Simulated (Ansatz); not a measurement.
BH4OSbTe, relaxed with RKS PBE-D4/def2-SVP in Ansatz 0.2.0 from a rough embedded geometry. The force threshold is 0.03 eV/Å; the program also tests the step.

The species carries charge 0 and has multiplicity 1. Sb, Te takes the def2 core potential. The bonds changed during the relaxation, so this is another structure than the one it started from.

Start:

```xyz
8

B    -0.891    0.229   -1.170
Sb    0.782    0.892    0.053
O    -0.454    1.225    1.583
Te    1.263   -1.656    0.943
H    -0.987    0.598   -2.352
H    -1.718   -0.556   -0.812
H     0.127    1.341    2.416
H     1.878   -2.072   -0.661
```

| step | energy (eV) | largest force (eV/Å) | largest move (Å) |
| --- | --- | --- | --- |
| 1 | -16612.5975 | 1.715 | 0.000 |
| 2 | -16612.8287 | 1.063 | 0.194 |
| 3 | -16613.0215 | 0.809 | 0.193 |
| 4 | -16613.1974 | 0.612 | 0.196 |
| 5 | -16613.4136 | 0.585 | 0.195 |
| 6 | -16613.6329 | 0.709 | 0.196 |
| 7 | -16613.8531 | 0.462 | 0.196 |
| 8 | -16613.9099 | 0.224 | 0.200 |
| 9 (rejected) | -16613.8860 | 0.422 | 0.158 |
| 10 | -16613.9320 | 0.088 | 0.076 |
| 11 | -16613.9336 | 0.043 | 0.027 |
| 12 | -16613.9348 | 0.031 | 0.034 |
| 13 | -16613.9350 | 0.018 | 0.012 |

End:

```xyz
8

B    -0.646   -0.135   -1.002
Sb    0.726    1.173    0.214
O    -0.502    1.342    1.816
Te    0.656   -1.736    0.139
H    -0.415   -0.194   -2.194
H    -1.774   -0.245   -0.559
H     0.049    1.617    2.576
H     1.906   -1.822   -0.989
```

It took 17 s on 4 threads of a server CPU on a shared host, with 0.16 GiB of host memory at the peak.
